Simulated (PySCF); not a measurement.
**Static response to an electric field**

Species: C4H8FNSi2.
Numbering: `[N:1]#[C:2]/[C:3]([SiH3:4])=[C:5](/[SiH3:6])[CH2:7][F:8]` (hydrogens: H9, H10, H11 on Si4; H12, H13, H14 on Si6; H15, H16 on C7)

Cartesian coordinates in Å at the GFN2-xTB level; atoms count from 1:
```xyz
16
C4H8FNSi2 angstrom
N      1.1168   -3.0784    0.2782
C      0.9250   -1.9523    0.1523
C      0.7155   -0.5706   -0.0046
Si     2.3085    0.4202   -0.3069
C     -0.5405   -0.0948    0.0699
Si    -1.0890    1.7116   -0.1053
C     -1.6729   -1.0438    0.3180
F     -2.8700   -0.3662    0.3537
H      2.1976    1.0805   -1.6082
H      3.4194   -0.5305   -0.3064
H      2.4613    1.3876    0.7806
H     -2.0020    1.7815   -1.2440
H     -1.7477    2.0887    1.1436
H      0.1025    2.5304   -0.3370
H     -1.5727   -1.5595    1.2812
H     -1.7594   -1.7953   -0.4765
```

Level: CAM-B3LYP/def2-SVPD (PySCF), static field, nuclei fixed, core orbitals frozen in the response. The polarisability tensor in these axes (au):

```
x   120.15 -12.65  -2.96
y   -12.65 120.42  -4.18
z    -2.96  -4.18  78.64
```

Task: What are the eigenvalues, a third of the trace, and Δα (Δα² = ½Σ(αi − αj)² over the three pairs)?

Result: Principal values 77.77, 108.49 and 132.95 au; mean 106.40 au = 15.77 Å³ = 17.54 × 10⁻⁴⁰ C²·m²/J; Δα = 47.89 au (45 % of the mean).

Task: What is the dipole moment, and where does it point?

Result: (0.07, 3.11, -0.41) D, 3.13 D in size, pointing from the negative to the positive side. Measured along this direction, the outermost atoms are N1 at the negative end and H14 at the positive end.

Task: Give the eigenvalues of the traceless quadrupole moment Θ = ½Σq(3rr − r²1), origin at the centre of nuclear charge.

Result: -14.33, 6.54, 7.79 D·Å. The values depend on the origin, since the dipole doesn't vanish. The electronic extent ⟨r²⟩ about the same centre is 1622 bohr², a root-mean-square distance of 2.44 Å for the 76 electrons.

Task: Estimate the molar refractivity from the static electronic polarisability.

Result: Lorentz–Lorenz: R = (4π/3)N_A α = 2.5225 cm³/(mol·Å³) × 15.77 Å³ = 39.8 cm³/mol, in the limit of long wavelengths.

Task: In TDDFT the mean static polarisability is Σ f/ω² over all singlet excitations (ω in hartree). How much of it do the 8 lowest give? Their energies (eV) and oscillator strengths: 5.51, 0.0305; 5.52, 0.3253; 6.16, 0.0015; 6.86, 0.0013; 7.30, 0.0091; 7.34, 0.0001; 7.38, 0.0358; 7.59, 0.0149.

Result: They add up to 9.50 au, 8.9 % of the 106.40 au; the largest single term is 7.90 au, from the state at 5.52 eV. Terms in order: 0.74, 7.90, 0.03, 0.02, 0.13, 0.00, 0.49, 0.19 au. Higher excitations give the rest. The strengths listed sum to 0.419.

Geometry: GFN2-xTB, one conformer, isolated molecule.

These values come from a run that also computed excited states. On one thread of an Arm Neoverse N1 (shared host), this took 2.0 min wall (with the writing of density and orbital grids) and 1.1 GiB of memory at its peak.
